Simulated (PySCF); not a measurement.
Identify the compound

An unknown has the formula C6H5FNP. Its calculated NMR data are:

1H NMR (400 MHz, computed): δ 9.55 (m, 1H), 9.00 (m, 2H), 7.57 (m, 2H).

13C{1H} NMR (computed): δ 230.6 (CH), 155.8 (CH), 153.6 (C), 131.6 (CH).

Isolated molecule, non-relativistic Hamiltonian, one averaged value for each set of equivalent atoms, single conformer. PBE0/pcSseg-1 with gauge-including orbitals; coordinates at the GFN2-xTB level; PySCF 2.14.0 with density-fitted response routines.

References, each an isolated molecule treated in the same way: 1H and 13C against TMS.

Q: Propose a structure and justify it.

A: 
4 carbon signals for 6 carbons: some carbons are equivalent by symmetry or fast rotation. Carbon types of the structure: 1 × C, 5 × CH, which accounts for all hydrogens. δC 230.6: carbon double-bonded to a heavier main-group atom. δC 155.8: aromatic CH next to a ring nitrogen; the adjacent pyridine-type nitrogen withdraws density from it. δC 153.6: substituted aromatic carbon. δC 131.6: aromatic CH; the aromatic region. δH 9.55: hydrogen on a carbon double-bonded to a heavier main-group atom. δH 9.00: hydrogen on an aromatic CH next to a ring nitrogen; ring current plus the neighbouring ring nitrogen. δH 7.57: hydrogen on an aromatic CH; the ring current deshields protons in the ring plane.

These data were computed for `F/C=P/c1ccncc1`.

The shifts were computed for this structure.

Splittings by 19F and 31P in the carbon and heteronuclear signals aren't shown, as no couplings were computed. Shifts are as computed. Against solution values, carbons near 30 ppm lie about +3 ppm off and those near 130 ppm about +5 ppm. Of 1211 compounds with measured shifts, 218 miss one by over three times the rms of a fit or turn the order of signals round; such compounds aren't used in these exercises. No couplings were computed; multiplicities are counted from neighbouring protons, with m where these are inequivalent, close in shift, in a saturated or five-membered ring or joined by F or P, and br s for small geminal =CH2 splittings.
